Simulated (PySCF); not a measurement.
PySCF 2.14 output of a UHF calculation on a single atom or ion in aug-cc-pVDZ-DK (4s3p2d, 23 functions), with scalar relativity by spin-free X2C-1e:

```
SCF conv_tol = 1e-09
number electrons alpha = 3  beta = 2
cycle= 1 E= -24.1954252921855  delta_E= -0.000143  |g|= 0.00306  |ddm|= 0.0164
cycle= 2 E= -24.1954360209681  delta_E= -1.07e-05  |g|= 0.0009  |ddm|= 0.00445
cycle= 3 E= -24.1954370997958  delta_E= -1.08e-06  |g|= 9.42e-05  |ddm|= 0.00189
cycle= 4 E= -24.1954371101021  delta_E= -1.03e-08  |g|= 5.29e-06  |ddm|= 0.000244
cycle= 5 E= -24.1954371101427  delta_E= -4.06e-11  |g|= 3.16e-07  |ddm|= 2.66e-05
converged SCF energy = -24.1954371101427  <S^2> = 0.75048483  2S+1 = 2.0004848
```

The run itself started from symmetry-adapted Hartree-Fock orbitals and held the occupation by maximum overlap, so the iterations belong to that start.

Which element, charge and spin multiplicity is this?

B (boron, neutral), multiplicity 2; the state was [He] 2s2 3d1, 2D determinant (an excited configuration).

The outer electron is Rydberg-like, and this basis confines it to a smaller radius and binds it less than a complete one would. At UHF the highest occupied level has a positive energy, so only the finite basis holds that electron; for this excited configuration the basis is too tight for the outer shell.
